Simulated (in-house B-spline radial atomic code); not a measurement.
Inner levels of platinum as electrons are removed. A shift is the extra binding of the orbital against the neutral atom ([Xe] 4f14 5d9 6s1). The density at the nucleus is averaged over the nuclear charge. Computed with an all-electron radial atomic-structure program (B-spline basis): Dirac-Hartree-Fock, average of the configuration, finite nuclei.

```
 ion      configuration  shift of 2p3/2 (eV)  shift of 4p1/2 (eV)  shift of 5s1/2 (eV)  radius of 2p3/2 (bohr)  radius of 4p1/2 (bohr)  radius of 5s1/2 (bohr)  Σ<r²> (bohr²)  change of density at nucleus (bohr⁻³)
  Pt  [Xe] 4f14 5d9 6s1                    0                    0                    0                 0.06753                 0.41848                 0.96865         61.318                                      -
 Pt+      [Xe] 4f14 5d9               8.1021               8.1186               8.1008                 0.06753                 0.41847                  0.9698         48.115                                 -97.21
Pt2+      [Xe] 4f14 5d8               21.286               21.267               21.055                 0.06753                 0.41847                 0.96709         42.002                                 -82.48
Pt3+      [Xe] 4f14 5d7                    ?                    ?                    ?                       ?                       ?                       ?              ?                                      ?
Pt4+      [Xe] 4f14 5d6               52.421               52.112               50.939                 0.06753                 0.41846                 0.95903         33.373                                 -31.31
Pt5+      [Xe] 4f14 5d5               69.974               69.387               67.423                0.067529                 0.41844                   0.954         30.047                                   4.47
Pt6+      [Xe] 4f14 5d4                    ?                    ?                    ?                       ?                       ?                       ?              ?                                      ?
Pt7+      [Xe] 4f14 5d3               108.49               107.03               102.84                0.067528                 0.41837                 0.94261         24.544                                   94.8
```

Fill in the row of Pt3+.

shift of 2p3/2 (eV): 36.139; shift of 4p1/2 (eV): 36.016; shift of 5s1/2 (eV): 35.424; radius of 2p3/2 (bohr): 0.06753; radius of 4p1/2 (bohr): 0.41847; radius of 5s1/2 (bohr): 0.96344; Σ<r²> (bohr²): 37.268; change of density at nucleus (bohr⁻³): -60.41.

Fill in the row of Pt6+.

shift of 2p3/2 (eV): 88.691; shift of 4p1/2 (eV): 87.723; shift of 5s1/2 (eV): 84.753; radius of 2p3/2 (bohr): 0.067529; radius of 4p1/2 (bohr): 0.41841; radius of 5s1/2 (bohr): 0.9485; Σ<r²> (bohr²): 27.137; change of density at nucleus (bohr⁻³): 46.6.
